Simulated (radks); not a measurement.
Results of a calculation; reference values are marked as such.
All-electron atom: Sb II in [Kr] 4d10 5s2 5p1 4f1 (not the ground configuration).

Level of theory: scalar-relativistic Kohn-Sham, exchange-only B88, spin-unpolarised, spherical densities, finite nucleus; Fermi nuclear charge, rms radius 4.6802 fm (a radial shooting solver on a logarithmic mesh with Libxc functionals).

Energy parts (hartree):
total: -6478.61740
kinetic: 6778.12051
electron-nucleus: -15646.56023
Hartree: 2557.55352
exchange: -167.73120

Orbitals (lengths in bohr, moments of r in powers of bohr; r(max) is where P^2 peaks):
| orbital | occ. | eigenvalue (hartree) | r(max) | <r^2> | <r^4> |
|---|---|---|---|---|---|
| 1s | 2 | -1114.320 | 0.01835 | 0.001094 | 3.125e-06 |
| 2s | 2 | -169.9925 | 0.1037 | 0.01773 | 0.0005397 |
| 2p | 6 | -152.6814 | 0.08303 | 0.01401 | 0.0003887 |
| 3s | 2 | -33.71678 | 0.2999 | 0.1250 | 0.02379 |
| 3p | 6 | -28.07372 | 0.2934 | 0.1254 | 0.02510 |
| 3d | 10 | -19.45672 | 0.2442 | 0.1106 | 0.02251 |
| 4s | 2 | -5.95970 | 0.7224 | 0.7069 | 0.7417 |
| 4p | 6 | -4.23130 | 0.7620 | 0.8288 | 1.060 |
| 4d | 10 | -1.72146 | 0.8462 | 1.243 | 2.751 |
| 4f | 1 | -0.07883 | 7.629 | 82.85 | 10840 |
| 5s | 2 | -0.91292 | 1.847 | 4.980 | 37.38 |
| 5p | 1 | -0.57513 | 2.182 | 7.303 | 83.17 |
| 5d | 0 | -0.20940 | 3.465 | 21.12 | 755.3 |
| 6s | 0 | -0.23951 | 4.738 | 31.12 | 1406 |
| 6p | 0 | -0.16913 | 6.126 | 48.49 | 3355 |

The highest occupied level is 4f at -2.145 eV. The configuration is held as typed, so some empty levels lie below it. The electron density at the nucleus is 2.152e+05 e/bohr^3 (large components only). Summed over all electrons, <r^2> = 121.2 bohr^2, which gives a Langevin (diamagnetic) susceptibility term of -96 x 10^-6 cm^3/mol.
